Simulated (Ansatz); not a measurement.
`[SiH3]CCBr` → `CC[SiH2]Br`  (isomerisation)

Program: Ansatz. Geometries: PBE0-D4/def2-TZVP. ΔE: electronic, gas phase. CBS: MP2 limit from def2 TZ/QZ plus the TZ coupled-cluster correction, frozen cores. Functionals use def2-TZVPP. B3LYP here is the variant with VWN-RPA as its local correlation; programs differ in this. For Br outer-core shells are correlated without core-valence functions, which leaves a few kJ/mol of doubt a bond. Scalar relativity is left out up to krypton. Each species was taken in one conformer, which may not be the lowest.

```csv
level,ΔE (kJ/mol)
PBE0-D4,-147.5
B3LYP,-143.3
HF/def2-SVP,-153.0
CCSD/def2-SVP,-145.2
```

**Question.** What does CCSD(T)/CBS give? (Estimate.)

**Answer.** Computed: -147.6 kJ/mol. The listed levels differ from it by 0.1, 4.3, -5.4, 2.4 kJ/mol.

Largest T1 diagnostic among the species: 0.009.

At CCSD(T), def2-SVP lies +4.9 kJ/mol from the extrapolated value and def2-TZVPP +5.4 kJ/mol. From PBE to PBE0 (25 % exact exchange), in def2-TZVPP and without D4, ΔE moves by −6.4 kJ/mol. In def2-TZVPP, CCSD(T) changes the Hartree–Fock value by +10.7 kJ/mol (the triples alone add +2.2 kJ/mol) and MP2 by +5.7 kJ/mol.
